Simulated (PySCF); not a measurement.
wavenumber (cm⁻¹), absorption (km/mol per cm⁻¹) and a bar:
```
        0      0.011 
       30      0.013 
       59      0.015 
       89      0.018 
      118      0.022 
      148      0.027 
      177      0.035 
      207      0.047 
      236      0.067 
      266      0.106 #
      295      0.197 #
      325      0.486 ###
      354      1.665 ###########
      384      1.128 #######
      413      0.365 ##
      443      0.193 #
      472      0.154 #
      502      0.178 #
      531      0.303 ##
      561      0.814 #####
      591      2.161 ##############
      620      0.762 #####
      650      0.272 ##
      679      0.137 #
      709      0.084 
      738      0.058 
      768      0.044 
      797      0.035 
      827      0.029 
      856      0.025 
      886      0.023 
      915      0.021 
      945      0.020 
      974      0.020 
     1004      0.020 
     1033      0.020 
     1063      0.021 
     1092      0.023 
     1122      0.025 
     1152      0.027 
     1181      0.031 
     1211      0.036 
     1240      0.043 
     1270      0.052 
     1299      0.065 
     1329      0.086 
     1358      0.118 #
     1388      0.173 #
     1417      0.281 ##
     1447      0.530 ###
     1476      1.295 #########
     1506      4.527 ##############################
     1535      4.192 ############################
     1565      1.212 ########
     1594      0.506 ###
     1624      0.271 ##
     1653      0.168 #
     1683      0.114 #
     1713      0.083 
     1742      0.063
```

This is the computed harmonic infrared spectrum of singlet HScS, Lorentzian lines of 44 cm⁻¹ full width. All numbers come from PBE0 in PySCF with Sc def2-TZVP, S def2-TZVP, H def2-TZVP; no relativity; density-fitted integrals.

Problem. Which bands make it up, and how are they assigned?

Solution. In Cs symmetry, counting bands above 1 % of the strongest: 364 cm⁻¹ (a', bend, 137 km/mol); 590 cm⁻¹ (a', mixed, 148 km/mol); 1520 cm⁻¹ (a', stretch, 437 km/mol).

Stability towards spin polarisation was not tested. Other isomers or separated fragments may lie lower.
